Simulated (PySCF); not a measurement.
BH₅OP₂, SMILES OB(P)P.

Coordinates come from a PBE-D3(BJ)/def2-SVP optimisation. The values are those of a single conformer.

Computed with HF/def2-TZVP (PySCF).

```json
{
  "total_energy": "-784.04229 hartree",
  "highest_occupied_level": "-9.78 eV",
  "lowest_empty_level": "2.70 eV",
  "orbital_gap": "12.48 eV",
  "dipole_moment": "1.68 D",
  "quadrupole, principal values (traceless, Buckingham form, about the centre of nuclear charge)": "-8.94, 0.88, 8.06 D·Å",
  "mean_static_polarisability": "67.1 bohr³ (9.95 Å³)",
  "polarisability_principal_values": "53.9, 65.5, 81.9 bohr³"
}
```
